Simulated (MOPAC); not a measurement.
Input file for MOPAC: PM7 on HfB, 2S+1 = 4, a spin state set in the input, which need not be the lowest, a point of a bond scan (R = 2.279 Å).

```
PM7 1SCF PRECISE CHARGE=0 UHF MS=1.5 THREADS=1
BHf

Hf     0.00000000 1     0.00000000 1     0.00000000 1
B      0.00000000 1     0.00000000 1     2.27919300 1
```

It printed:

```
*******************************************************************************
 **                                                                           **
 **                              MOPAC v23.2.5                                **
 **                                                                           **
 *******************************************************************************
 ** MOPAC's Digital Object Identifier: https://doi.org/10.5281/zenodo.6511958 **
 **                                                                           **
 ** Please cite the open-source release paper for use of this MOPAC version:  **
 ** J. E. Moussa and J. J. P. Stewart (2026)                                  **
 ** MOPAC: An open-source semiempirical molecular orbital program             **
 ** J. Open Source Softw., 11(119), 8025, https://doi.org/10.21105/joss.08025 **
 *******************************************************************************

                              PM7 CALCULATION RESULTS

 *******************************************************************************
 *  PM7        - The PM7 Hamiltonian to be used
 *  UHF        - UNRESTRICTED HARTREE-FOCK CALCULATION
 *
 *
 *
 *                 CHARGE ON SYSTEM = 0
 *
 *
 *
 *  MS=        - IN MECI, MAGNETIC COMPONENT OF SPIN =  1.5
 *  PRECISE    - TIGHTER CRITERIA TO BE USED
 *  1SCF       - DO 1 SCF AND THEN STOP
 *  THREADS=1  - MULTI-THREADING NOT USED
 *  T=         - A TIME OF 172800.0 SECONDS REQUESTED
 *  DUMP=N     - RESTART FILE WRITTEN EVERY 7200.0 SECONDS REQUESTED
 *******************************************************************************
PM7 1SCF PRECISE CHARGE=0 UHF MS=1.5 THREADS=1
 BHf

   ATOM   CHEMICAL          X               Y               Z
  NUMBER   SYMBOL      (ANGSTROMS)     (ANGSTROMS)     (ANGSTROMS)

     1      Hf          0.00000000  *   0.00000000  *   0.00000000  *
     2       B          0.00000000  *   0.00000000  *   2.27919300  *



          CARTESIAN COORDINATES

    NO.       ATOM           X           Y           Z

     1        Hf          0.0000      0.0000      0.0000
     2         B          0.0000      0.0000      2.2792

 General Reference for PM7:
 "Optimization of Parameters for Semiempirical Methods VI: More Modifications to the
 NDDO Approximations and Re-optimization of Parameters", J. J. P. Stewart, J. Mol. Mod., 1:32, 19 (2013)
 https://link.springer.com/article/10.1007/s00894-012-1667-x

           Empirical Formula: Hf B  =     2 atoms



      MOLECULAR POINT GROUP   :   C*v


          UHF CALCULATION, NO. OF ALPHA ELECTRONS =    5
                           NO. OF BETA  ELECTRONS =    2

 -------------------------------------------------------------------------------
 PM7 1SCF PRECISE CHARGE=0 UHF MS=1.5 THREADS=1
 BHf



     1SCF WAS SPECIFIED, SO BFGS WAS NOT USED
     SCF FIELD WAS ACHIEVED


                              PM7 CALCULATION
                                                       MOPAC v23.2.5 Linux




          FINAL HEAT OF FORMATION =         82.11444 KCAL/MOL =     343.56683 KJ/MOL


          COSMO AREA              =        101.96 SQUARE ANGSTROMS
          COSMO VOLUME            =         91.24 CUBIC ANGSTROMS

          IONIZATION POTENTIAL    =          9.789064 EV
          ALPHA SOMO LUMO (EV)    =        -10.026 -1.103
          BETA  SOMO LUMO (EV)    =         -9.789 -1.983
          NO. OF ALPHA ELECTRONS  =          5
          NO. OF BETA  ELECTRONS  =          2
          MOLECULAR WEIGHT        =        189.3000         POINT GROUP:  C*v

          MOLECULAR DIMENSIONS (Angstroms)

            Atom       Atom       Distance
            B     2   Hf     1     2.27919
            B     2   Hf     1     0.00000
           Hf     1    B     2     0.00000


          SCF CALCULATIONS        =          1





   ATOM   CHEMICAL          X               Y               Z
  NUMBER   SYMBOL      (ANGSTROMS)     (ANGSTROMS)     (ANGSTROMS)

     1      Hf          0.00000000  *   0.00000000  *   0.00000000  *
     2       B          0.00000000  *   0.00000000  *   2.27919300  *

                             CARTESIAN COORDINATES

   1   Hf        0.000000000     0.000000000     0.000000000
   2    B        0.000000000     0.000000000     2.279193000


           Empirical Formula: Hf B  =     2 atoms



      MOLECULAR POINT GROUP   :   C*v


          ALPHA EIGENVALUES
 -14.58017 -12.83963 -11.39381 -11.29519 -10.02616  -1.10313  -1.08559   0.62184
   0.84078   4.60479  32.48233  33.20289  34.84704


           BETA EIGENVALUES
 -10.57624  -9.78906  -1.98260  -0.85310   0.64190   3.22956   3.24621   4.14360
   4.78322   6.43251  39.96187  40.18901  40.92489


              NET ATOMIC CHARGES AND DIPOLE CONTRIBUTIONS

  ATOM NO.   TYPE          CHARGE      No. of ELECS.   s-Pop       p-Pop       d-Pop
    1         Hf           0.192417        3.8076     1.08699     0.01525     2.70534
    2          B          -0.192417        3.1924     0.19815     2.99427
 DIPOLE           X         Y         Z       TOTAL
 POINT-CHG.     0.000     0.000    -2.106     2.106
 HYBRID         0.000    -0.000     1.519     1.519
 SUM            0.000    -0.000    -0.587     0.587


          ATOMIC ORBITAL ELECTRON POPULATIONS

     Atom    s        px        py        pz      x^2-y^2     xz        z^2       yz        xy
    1 Hf   1.08699   0.00096   0.00019   0.01410   0.99743   0.15694   0.67711   0.87386   0.00000
    2  B   0.19815   1.84210   0.12595   1.02622


                    (SZ)    =    1.500000
                    (S**2)  =    3.871938


          ATOMIC ORBITAL SPIN POPULATIONS

    Atom   Total    s     px     py     pz   x^2-y^2  xz     z^2    yz     xy
         Atomic
    1 Hf  3.1931  0.871  0.000  0.000 -0.001  0.997  0.051  0.402  0.874  0.000
    2  B -0.1931  0.006 -0.051  0.126 -0.274

 **********************
 *                    *
 * JOB ENDED NORMALLY *
 *                    *
 **********************




 == MOPAC DONE ==
```

The run finished. Its determinant has ⟨S²⟩ = 3.87, a mixture of spin states.

Cost: about 0.020 core-seconds (a rough figure).
